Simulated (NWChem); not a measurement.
# Polarisability of ClSi (+1)

```xyz
2

Si     0.0000     0.0000     1.0934
Cl     0.0000     0.0000    -0.9005
```
Charge +1, spin multiplicity 1.

All runs are NWChem calculations. All single points use one geometry, from PBE/def2-SVP, a minimum by its harmonic frequencies.

Basis set: Sadlej pVTZ. The field's frequency is 0.0428 Ha (1065 nm).

```csv
method,isotropic polarisability (bohr³),difference from CCSD linear response
CCSD linear response,33.13,0.00
HF,32.04,-1.10
B3LYP,32.67,-0.46
PBE,33.10,-0.03
BHandHLYP,32.17,-0.96
```

The values span 1.10 bohr³, from HF (lowest) to CCSD linear response (highest). 

The correlated methods keep 10 core orbitals frozen. B3LYP has NWChem's definition, with VWN1-RPA local correlation. The structure started from a generated list of species. Differences from the coupled-cluster row are differences between methods, not errors against experiment.
